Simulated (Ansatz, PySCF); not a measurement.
Breaking the C4–H5 bond in CH4OPb (SMILES C[O][PbH]) (multiplicity 1 held, fragments rigid). Energies count from the point at 1.096 Å.
Geometry at that point (charge 0, multiplicity 1):
```csv
atom,x (Å),y (Å),z (Å)
Pb,-0.1809,-0.2465,0.3404
H,-1.2280,-0.7418,-1.1382
O,1.0053,1.0693,-0.7791
C,0.8971,1.3487,-2.1557
H,0.7105,2.4184,-2.3063
H,1.8370,1.1000,-2.6624
H,0.0880,0.7879,-2.6394
```

Unrestricted levels (U-) break spin symmetry where that is lower. Levels need not reach the same state.

Rows in LANL2DZ carry no dispersion term and start afresh at each structure. LANL2DZ brings its own core potentials from Na on.

The values were computed with Ansatz (Gaussian basis) for Hartree–Fock, density functionals and correlated methods; PySCF for LANL2DZ rows. Each number belongs to the level named beside it. In def2 rows elements past Kr take small-core potentials, without spin–orbit coupling.

Problem. One of these levels gives 564.7 kJ/mol for the energy at R = 3.508 Å. Which one is it?
A) R-B3LYP/LANL2DZ
B) U-PBE/def2-TZVPP
C) U-HF/LANL2DZ

Solution. A, R-B3LYP/LANL2DZ. The others give 347.9 (U-HF/LANL2DZ), 420.3 (U-PBE/def2-TZVPP)

Doubts at one or more of the structures used: a spin-contaminated determinant (U-HF/LANL2DZ, U-PBE/def2-TZVPP).

Ansatz is an electronic-structure program.
